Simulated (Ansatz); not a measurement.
Stepwise reaction of `CB([SeH])[SeH]` with hydrogen fluoride, as a gas-phase model of exchange steps in deposition or etching. ΔE in kJ/mol.

Computed with Ansatz on PBE0-D4/def2-TZVP structures; ΔE is electronic, products minus reactants. CCSD(T)/CBS is the MP2 limit (def2-TZVPP, def2-QZVPP) plus CCSD(T) − MP2 in def2-TZVPP, frozen cores. This one scheme is used for every species. Functionals use def2-TZVPP. B3LYP here is the variant with VWN-RPA as its local correlation; programs differ in this. For Se outer-core shells are correlated without core-valence functions, which leaves a few kJ/mol of doubt a bond. Scalar relativity is left out up to krypton. One conformer a species, not always the lowest.

| step | reaction | PBE-D4 | B3LYP-D4 | ωB97M-V | CCSD(T)/CBS |
| --- | --- | --- | --- | --- | --- |
| 2 | `CB(F)[SeH]` + H–F → `CB(F)F` + H₂Se | -83.5 | -96.4 | -97.6 | -86.0 |

Give the row of step 1, `CB([SeH])[SeH]` + H–F → `CB(F)[SeH]` + H₂Se. (An estimate is asked.)

The calculation gave: 
```csv
step,reaction,PBE-D4,B3LYP-D4,ωB97M-V,CCSD(T)/CBS
1,`CB([SeH])[SeH]` + H–F → `CB(F)[SeH]` + H₂Se,-58.1,-70.4,-72.0,-54.4
```

By hand: ΔE of the 2 steps together at CCSD(T)/CBS.

(-54.4) + (-86.0) = -140.4 kJ/mol, or -70.2 kJ/mol a step.

In ΔE each step is lower than the one before. All are downhill at CCSD(T)/CBS. PBE-D4 differs from CCSD(T)/CBS by -3.7 to 2.5 kJ/mol a step. Isolated molecules leave out the surface, adducts and barriers. Largest T1 diagnostic: 0.012.
